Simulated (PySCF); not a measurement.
Computed shifts of a molecule GeH₇NOSi, PBE0/pcSseg-1 in PySCF, GIAO, gas phase, atoms alike by connectivity averaged where their shifts nearly agree, in ppm (number of nuclei): ¹⁵N: 28.0 (1). ²⁹Si: -48.8 (1). ¹H: 5.48 (2), 5.02 (3), 0.87 (1), 0.51 (1). References: ¹⁷O against H2O (σ = 334.2 ppm); ⁷³Ge against GeH4 (σ = 1658.3 ppm); ¹⁵N against NH3 (σ = 267.4 ppm); ²⁹Si against TMS (σ = 352.7 ppm); ¹H against TMS (σ = 31.56 ppm), references at their B3LYP-D3(BJ)/def2-TZVP geometries, non-relativistic. Geometry: ωB97X-D3(BJ)/def2-SVP. Other conformers were not sampled.

Which molecule gave these data?
(A) N[SiH2][O][GeH3]
(B) [NH2][GeH2][SiH2]O
(C) [NH2][GeH2][O][SiH3]
(D) [OH][GeH2][NH][SiH3]

D, [OH][GeH2][NH][SiH3]
